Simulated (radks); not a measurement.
Results of a calculation; reference values are marked as such.
Q: Species: Br. Configuration: [Ar] 3d10 4s1 4p6 (not the ground configuration). Level of theory: Dirac Kohn-Sham, BLYP, spin-unpolarised, spherical densities, finite nucleus; Fermi nuclear charge, rms radius 4.1629 fm (a radial shooting solver on a logarithmic mesh with Libxc functionals).

Spin-orbit splittings of the eigenvalues, e(l+1/2) - e(l-1/2), with zeta = 2 splitting/(2l+1) and mean radii in bohr:

| shell | occ. | splitting (eV) | zeta (eV) | <r> j=l-1/2 | <r> j=l+1/2 |
|---|---|---|---|---|---|
| 2p | 6 | 47.54 | 31.69 | 0.1627 | 0.1666 |
| 3p | 6 | 6.847 | 4.564 | 0.5570 | 0.5675 |
| 3d | 10 | ? | ? | 0.5876 | 0.5917 |
| 4p | 6 | 0.5236 | 0.3490 | 2.042 | 2.091 |

Estimate the 3d splitting.

A: 1.087 eV (zeta = 0.4350 eV).
